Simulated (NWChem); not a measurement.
System: CF₃O₂S, doublet; SMILES FC(F)([S](=O)=O)F

Input file for NWChem:

```
start job
memory heap 200 mb stack 900 mb global 1100 mb
geometry units angstroms noautosym nocenter noautoz
  O     -1.300622    -1.480781     0.202623
  S      0.000287    -1.009479    -0.330440
  O      1.300028    -1.481059     0.205209
  C      0.000108     0.886664     0.016060
  F     -0.001831     1.103431     1.324301
  F      1.090584     1.404180    -0.535109
  F     -1.088544     1.404546    -0.538381
end
basis spherical
  * library 6-31g*
end
dft
  odft
  mult 2
  xc b3lyp
  iterations 150
end
cosmo
  do_cosmo_smd true
  solvent chcl3
end
task dft energy
```

Parts of the log:

```
             Northwest Computational Chemistry Package (NWChem) 7.3.0
             --------------------------------------------------------

                             Geometry "geometry" -> ""
                             -------------------------

 Output coordinates in angstroms (scale by  1.889725989 to convert to a.u.)

  No.       Tag          Charge          X              Y              Z
 ---- ---------------- ---------- -------------- -------------- --------------
    1 O                    8.0000    -1.30062200    -1.48078100     0.20262300
    2 S                   16.0000     0.00028700    -1.00947900    -0.33044000
    3 O                    8.0000     1.30002800    -1.48105900     0.20520900
    4 C                    6.0000     0.00010800     0.88666400     0.01606000
    5 F                    9.0000    -0.00183100     1.10343100     1.32430100
    6 F                    9.0000     1.09058400     1.40418000    -0.53510900
    7 F                    9.0000    -1.08854400     1.40454600    -0.53838100

 Effective nuclear repulsion energy (a.u.)     428.9591776724

                                 NWChem DFT Module
                                 -----------------

 Summary of "ao basis" -> "ao basis" (spherical)
 ------------------------------------------------------------------------------
       Tag                 Description            Shells   Functions and Types
 ---------------- ------------------------------  ------  ---------------------
 O                           6-31g*                  6       14   3s2p1d
 S                           6-31g*                  8       18   4s3p1d
 C                           6-31g*                  6       14   3s2p1d
 F                           6-31g*                  6       14   3s2p1d

 in cosmo_initialize ...
 calling solv_data for solv:chcl3

 solvent parameters
 solvname_short: chcl3
 solvname_long:  chloroform
 dielec:        4.7113
 dielecinf:     2.0906
 nonaqueous SMD model solvent descriptors
 dielec:        4.7113
 sola:          0.1500
 solb:          0.0200
 solc:          0.0000
 solg:         38.3900
 solh:          0.7500
 soln:          1.4459

          ---------------
          -cosmo- solvent
          ---------------
 Cosmo: York-Karplus, doi: 10.1021/jp992097l
 dielectric constant -eps-     =   4.71
 screen = (eps-1)/(eps    )    =   0.78774
 surface charge correction     = lagrangian

   van der Waals surface
 --------------------------

 ---------- ATOMIC COORDINATES (A.U.) ------------ VDWR(ANG.) --
     1   -2.45781919   -2.79827034    0.38290195     2.024
     2    0.00054235   -1.90763870   -0.62444106     2.490
     3    2.45669670   -2.79879568    0.38778878     2.024
     4    0.00020409    1.67555200    0.03034900     1.850
     5   -0.00346009    2.08518224    2.50256602     1.730
     6    2.06090493    2.65351544   -1.01120938     1.730
     7   -2.05704989    2.65420708   -1.01739257     1.730
 number of segments per atom =        128
 number of   points per atom =        128
 atom (   nspa,  nppa )
 ----------------------
    1 (     71,     0 )       0
    2 (     52,     0 )       0
    3 (     71,     0 )       0
    4 (      6,     0 )       0
    5 (     74,     0 )       0
    6 (     70,     0 )       0
    7 (     70,     0 )       0
 number of -cosmo- surface points =      414
 molecular surface =    137.224 angstrom**2
 molecular volume  =    124.458 angstrom**3
 -lineq- algorithm             =   0
 -bem- low  level              =   3
 -bem- from -octahedral-
 gaussian surface charge width =   4.50000
 degree of switching           =   1.00000
 switching function tolerance  =   0.00010
 atomic radii =
 --------------
    1  8.000  2.024
    2 16.000  2.490
    3  8.000  2.024
    4  6.000  1.850
    5  9.000  1.730
    6  9.000  1.730
    7  9.000  1.730
 ...... end of -cosmo- initialization ......

 nat:                     7
 ixmem:                  2814
 calling mnsol_interface()
 G(SMD-CDS) energy (kcal/mol)  =     0.826
 SMD-CDS SASA (angstrom**2)    =   137.491

[...]

                                COSMO-SMD solvation results
                                ---------------------------

             internal energy in gas <Psi(g)|H|Psi(g)> =      -886.145762435328
         internal energy in solvent <Psi(s)|H|Psi(s)> =      -886.145460435678
                               delta internal energy  =         0.000301999651 (    0.19 kcal/mol)
   total free energy in solvent <Psi(s)|H+V/2|Psi(s)> =      -886.149259009248
 polarization energy contribution <Psi(s)|V/2|Psi(s)> =        -0.003798573570 (   -2.38 kcal/mol)
    total free energy in solvent including G(SMD-CDS) =      -886.147943203575
                       G(SMD-CDS) energy contribution =         0.001315805673 (    0.83 kcal/mol)
     1 M fixed-concentration free energy of solvation =        -0.002180768246 (   -1.37 kcal/mol)

                    DFT Final Alpha Molecular Orbital Analysis
                    ------------------------------------------

 Vector   31  Occ=1.000000D+00  E=-3.607711D-01
              MO Center= -8.6D-03, -1.0D+00,  8.9D-02, r^2= 3.0D+00
   Bfn.  Coefficient  Atom+Function         Bfn.  Coefficient  Atom+Function
  ----- ------------  ---------------      ----- ------------  ---------------
     4      0.340311  1 O  py                36      0.336923  3 O  py
     8      0.238360  1 O  py                40      0.235969  3 O  py
    52     -0.208698  4 C  s                  5     -0.206647  1 O  pz
    37     -0.203842  3 O  pz                24     -0.194722  2 S  s
    50      0.194263  4 C  py                 9     -0.147232  1 O  pz

 Vector   32  Occ=1.000000D+00  E=-3.557894D-01
              MO Center=  9.2D-03, -1.4D+00,  1.3D-01, r^2= 2.4D+00
   Bfn.  Coefficient  Atom+Function         Bfn.  Coefficient  Atom+Function
  ----- ------------  ---------------      ----- ------------  ---------------
     3      0.319283  1 O  px                35      0.319276  3 O  px
    36      0.271817  3 O  py                 4     -0.267158  1 O  py
     7      0.219317  1 O  px                39      0.219399  3 O  px
    40      0.194005  3 O  py                 8     -0.190720  1 O  py
    37     -0.190853  3 O  pz                 5      0.188664  1 O  pz

 Vector   33  Occ=1.000000D+00  E=-2.856028D-01
              MO Center=  7.7D-04, -8.4D-01, -1.5D-01, r^2= 2.7D+00
   Bfn.  Coefficient  Atom+Function         Bfn.  Coefficient  Atom+Function
  ----- ------------  ---------------      ----- ------------  ---------------
    24      0.498277  2 S  s                 52     -0.431859  4 C  s
    23     -0.395365  2 S  pz                 5      0.327204  1 O  pz
    37      0.327610  3 O  pz                50      0.271345  4 C  py
     9      0.257683  1 O  pz                41      0.258016  3 O  pz
    54      0.177960  4 C  py                20      0.147872  2 S  s

 Vector   34  Occ=0.000000D+00  E=-5.599965D-03
              MO Center=  3.0D-04, -9.1D-01, -2.7D-01, r^2= 2.5D+00
   Bfn.  Coefficient  Atom+Function         Bfn.  Coefficient  Atom+Function
  ----- ------------  ---------------      ----- ------------  ---------------
    26      0.798947  2 S  py                52     -0.755785  4 C  s
    22      0.624517  2 S  py                54      0.381962  4 C  py
    50      0.340223  4 C  py                66      0.243001  5 F  s
    55     -0.222682  4 C  pz                 8     -0.214924  1 O  py
    40     -0.214964  3 O  py                18     -0.208739  2 S  py

 Vector   35  Occ=0.000000D+00  E= 2.341551D-02
              MO Center= -1.3D-04, -5.8D-01,  1.0D-01, r^2= 2.4D+00
   Bfn.  Coefficient  Atom+Function         Bfn.  Coefficient  Atom+Function
  ----- ------------  ---------------      ----- ------------  ---------------
    24      0.888165  2 S  s                 52     -0.478225  4 C  s
    27      0.464869  2 S  pz                23      0.424045  2 S  pz
    20      0.406885  2 S  s                  6     -0.402465  1 O  s
    38     -0.402122  3 O  s                  7     -0.319756  1 O  px
    39      0.319811  3 O  px                55      0.316889  4 C  pz

 Vector   36  Occ=0.000000D+00  E= 5.032759D-02
              MO Center=  4.3D-04, -5.3D-01, -3.5D-01, r^2= 2.8D+00
   Bfn.  Coefficient  Atom+Function         Bfn.  Coefficient  Atom+Function
  ----- ------------  ---------------      ----- ------------  ---------------
    25      0.992620  2 S  px                 6      0.563304  1 O  s
    38     -0.563636  3 O  s                 21      0.444151  2 S  px
    53      0.287030  4 C  px                49      0.248824  4 C  px
    80     -0.208653  6 F  s                 94      0.208578  7 F  s
     8      0.196299  1 O  py                40     -0.196435  3 O  py

                     DFT Final Beta Molecular Orbital Analysis
                     -----------------------------------------

 Vector   30  Occ=1.000000D+00  E=-3.508385D-01
              MO Center= -1.3D-02, -1.3D+00,  1.6D-01, r^2= 2.4D+00
   Bfn.  Coefficient  Atom+Function         Bfn.  Coefficient  Atom+Function
  ----- ------------  ---------------      ----- ------------  ---------------
     4      0.378432  1 O  py                36     -0.371078  3 O  py
     8      0.281964  1 O  py                40     -0.276776  3 O  py
     3     -0.248665  1 O  px                35     -0.249702  3 O  px
     7     -0.169422  1 O  px                39     -0.170011  3 O  px
    28     -0.113920  2 S  d -2              53     -0.078912  4 C  px

[...]
```

Level: B3LYP/6-31G* (spherical d), spin-unrestricted, SMD on the gas-phase geometry. The geometry was optimised at B3LYP/6-31G* (spherical d), spin-unrestricted. Not confirmed as a minimum by frequencies. No stability test was run on the SCF state. Solvent: chloroform.
